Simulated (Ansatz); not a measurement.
## The dipole moment down a group: C to Ge

One atom is swapped for its congeners: CH5OSi `CO[SiH2]`; Si2H5O `[SiH2]O[SiH3]`; GeSiH5O `[SiH2][O][GeH3]`. All are doublets with charge 0.

Shapes, held fixed at every level: PBE0-D4/def2-TZVP. Flexible molecules stand in one conformer, not always the lowest. Programs: Ansatz 0.2.0. Values in D.

```json
{"level": "PBE-D4/def2-TZVPP", "CH5OSi": "1.22", "Si2H5O": "0.34", "GeSiH5O": "1.44"}
{"level": "r2SCAN-D4/def2-TZVPP", "CH5OSi": "1.23", "Si2H5O": "0.33", "GeSiH5O": "1.45"}
{"level": "B3LYP-D4/def2-TZVPP", "CH5OSi": "1.24", "Si2H5O": "0.35", "GeSiH5O": "1.45"}
{"level": "wB97M-V/def2-TZVPP", "CH5OSi": "1.24", "Si2H5O": "0.36", "GeSiH5O": "1.47"}
```

At wB97M-V/def2-TZVPP the dipole moment isn't monotonic: it is largest for Ge and smallest for Si (1.47 and 0.36 D). Every level shows the same order. Open shells run unrestricted unless RO is named. Relativity is left out for Ge unless named. Magnitudes only: a dipole under 1 D may point either way.
